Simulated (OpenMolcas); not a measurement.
# d5 ions of charge +4 down a group with 6 hydroxide ligands in octahedral coordination

```json
{"Program": "OpenMolcas 26.06", "Method": "CASSCF", "Spin-orbit coupling": "state interaction with AMFI integrals over the reference wave functions"}
```

The d shell is active. Anionic complexes are neutralised by point charges behind the ligands. Distances were set from a Shannon-type radius of the metal (high-spin where two are listed) plus a fixed donor radius (OH 1.33 Å). Ligand basis ANO-RCC-VDZP, DKH2 Hamiltonian. Energies in cm-1 above the lowest state or level, χT in cm3 K/mol. Spin-only χT is S(S+1) / 2 for the spin of the ground state.

```tsv
Ion	Shell	R (Å)	Metal basis	Outer charge (e at Å behind ligand)	Ground state	First state of that spin	First gap with spin-orbit (degeneracies)	χT at 300 K	First state of another spin	Spin-only χT
Co4+	3d5	1.86	ANO-RCC-VTZP	0.33 at 2.4	2S+1 = 6		0.4 (2, 2)	4.379	2S+1 = 4: 13733	4.375
Rh4+	4d5	1.93	ANO-RCC-VDZP	0.33 at 2.6	2S+1 = 2	462.7	2094 (2, 2)	0.516	2S+1 = 4: 19168	0.375
```

The rows also differ in their metal basis and outer charges, so part of each step comes from that.

Below the highest spin of the shell: Rh4+. χT departs most from the spin-only value for Rh4+, by +0.141 cm3 K/mol.

Without dynamic correlation the repulsion within the d shell is too large (B by tens of per cent), so at a given field states of lower spin stand too high. Ligand-to-metal charge-transfer states are missing. With no ligand orbital active B as a rule stays too high, so bands that hang on it stand too high and its fall with covalency is understated. This shell can be high or low spin here, a state of another spin lies low, and with metal d orbitals alone active their balance is uncertain, so the ground spin may be wrong (holds for Co4+). The least metal-like active orbital is 73 % on the metal (Löwdin) and no ligand orbital is active, so the numbers are rough (holds for Co4+). With metal d orbitals alone and no dynamic correlation the field as a rule comes out too small, by tens of per cent, by up to half for chloride and softer ligands (holds for Co4+). An orbital doublet at a regular site is open to a Jahn-Teller distortion, which this geometry leaves out (holds for Rh4+). The least metal-like active orbital is 66 % on the metal (Löwdin) and no ligand orbital is active, so the numbers are rough, and ground spin, moment and any spin crossover can be artefacts of this space; highly charged d ions in such sites are as a rule low spin (holds for Rh4+). With metal d orbitals alone the field can be off either way by tens of per cent (holds for Rh4+). No measured value stands beside these numbers; the geometry is a model, was not optimised and need not be the one that this ion takes.

A state without a sure symmetry label is named by its multiplicity alone.
